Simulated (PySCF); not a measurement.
**Deuteron quadrupole couplings in `N[SiH2]C(=O)NC[SiH3]`**

Compound: C₂H₁₀N₂OSi₂.
SMILES with atom numbers: `[NH2:1][SiH2:2][C:3](=[O:4])[NH:5][CH2:6][SiH3:7]` (hydrogens: H8, H9 on N1; H10, H11 on Si2; H12 on N5; H13, H14 on C6; H15, H16, H17 on Si7)

Geometry (GFN2-xTB, Å), atoms numbered from 1 in this order:
```xyz
17
C2H10N2OSi2 angstrom
N     -2.8800    0.9510    0.7232
Si    -2.2818   -0.5180    0.0962
C     -0.4080   -0.1670   -0.0145
O     -0.0133    1.0041   -0.0207
N      0.4625   -1.1619   -0.1050
C      1.8758   -0.8903   -0.2099
Si     2.2411    0.9987   -0.1777
H     -3.8590    1.1781    0.7484
H     -2.3045    1.7742    0.6280
H     -2.5338   -1.6098    1.0413
H     -2.7386   -0.9265   -1.2408
H      0.1382   -2.1166   -0.0945
H      2.2518   -1.3289   -1.1367
H      2.3929   -1.3853    0.6144
H      1.8703    1.6781   -1.4142
H      3.7306    0.9298   -0.2846
H      2.0489    1.6022    1.1361
```

Level: PBE0/pcSseg-1 (PySCF, non-relativistic); Q(2H) = 0.00286 b; rigid geometry, the same for H and D, with no vibrational averaging.

Question: Rank these positions by the coupling χzz of a deuteron there, largest first.
A. H16 (Si–H hydrogen)
B. H8 (N–H hydrogen)
C. H17 (Si–H hydrogen)
D. H12 (N–H hydrogen)
E. H11 (Si–H hydrogen)
F. H13 (methylene hydrogen)

Answer: B (292 kHz), D (272 kHz), F (205 kHz), C (113 kHz), E (103 kHz), A (95 kHz).

Give the electric field gradient Vzz (the principal value of largest size), its asymmetry and the 2H coupling at each hydrogen.

```
atom  bonded to  bond length (Å)  Vzz (au)     η  χzz (kHz)
  H8         N1            1.005    0.4347  0.17        292
  H9         N1            1.009    0.4168  0.17        280
 H10        Si2            1.466    0.1577  0.05        106
 H11        Si2            1.471    0.1536  0.03        103
 H12         N5            1.008    0.4046  0.18        272
 H13         C6            1.092    0.3054  0.08        205
 H14         C6            1.092    0.3058  0.08        206
 H15        Si7            1.459    0.1681  0.05        113
 H16        Si7            1.495    0.1409  0.03         95
 H17        Si7            1.459    0.1681  0.05        113
```

Average by the element that carries the hydrogen.

on N: 281 kHz over 3 positions, mean bond length 1.008 Å; on Si: 106 kHz over 5 positions, mean bond length 1.470 Å; on C: 205 kHz over 2 positions, mean bond length 1.092 Å.

Isolated species at its GFN2-xTB geometry (one conformer only). GFN2-xTB bond lengths can be off by several hundredths of an ångström, more for odd bonds, and the gradients follow them. With so small a basis the couplings can be 20 % off.
